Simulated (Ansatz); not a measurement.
The same path of C$_{4}$H$_{10}$AlCl (16 atoms, charge 0, multiplicity 1) was run twice with different band settings. Lost on the way: Al2–C3, C5–Cl6. Made: Al2–Cl6. The coordinate that changes most is the dihedral C4–C3–C5–H15.

These are results of Ansatz, RKS B3LYP-D4/6-31G, not measurements.

Relaxed end points:

```xyz
16
Properties=species:S:1:pos:R:3
C 0.794 -2.437 0.620
Al 1.277 -0.657 -0.090
C 0.045 0.933 0.049
C -0.205 1.508 -1.366
C -1.214 0.565 0.779
Cl -2.380 2.099 1.079
H -0.291 -2.587 0.671
H 1.226 -3.242 0.013
H 1.187 -2.561 1.640
H 2.682 -0.387 -0.825
H 0.596 1.685 0.638
H 0.736 1.756 -1.870
H -0.808 2.421 -1.309
H -0.752 0.798 -2.001
H -1.054 0.199 1.792
H -1.863 -0.114 0.224
```

```xyz
16
Properties=species:S:1:pos:R:3
C 0.650 -1.996 0.026
Al 0.413 -0.712 1.497
C 0.089 1.338 -0.391
C -0.352 0.807 -1.722
C -0.710 1.482 0.691
Cl -1.423 -1.067 2.744
H -0.254 -2.092 -0.586
H 1.488 -1.725 -0.628
H 0.865 -2.990 0.442
H 1.584 0.054 2.268
H 1.129 1.658 -0.321
H 0.290 -0.014 -2.060
H -0.281 1.600 -2.479
H -1.387 0.452 -1.694
H -1.762 1.216 0.660
H -0.362 1.967 1.598
```

Common settings: movable images 5; climbing image yes; spring 5.0 eV/Å²; optimiser quadratic models (default); start path through a guess of the saddle point; end points relaxed.

| run | force threshold | iteration limit |
| --- | --- | --- |
| 1 | 0.03 eV/Å | 37 |
| 2 | 0.2 eV/Å | 27 |

**Question.** What does each run give, and how far can it be trusted?

**Answer.** Run 1: converged after 23 iterations, highest image 0.353 eV above the first end. A vibrational analysis at the climbing image gives one clearly imaginary mode, 122i cm⁻¹: a first-order saddle point.
Run 2: converged after 12 iterations, highest image 0.375 eV above the first end. The threshold of 0.2 eV/Å is loose, so the images may lie well off the minimum-energy path. The order of the stationary point at the top wasn't checked.
The orbitals stay closed-shell, which can raise the energy where a bond breaks towards radicals; this wasn't checked here. Limits of this set-up: no polarisation functions.
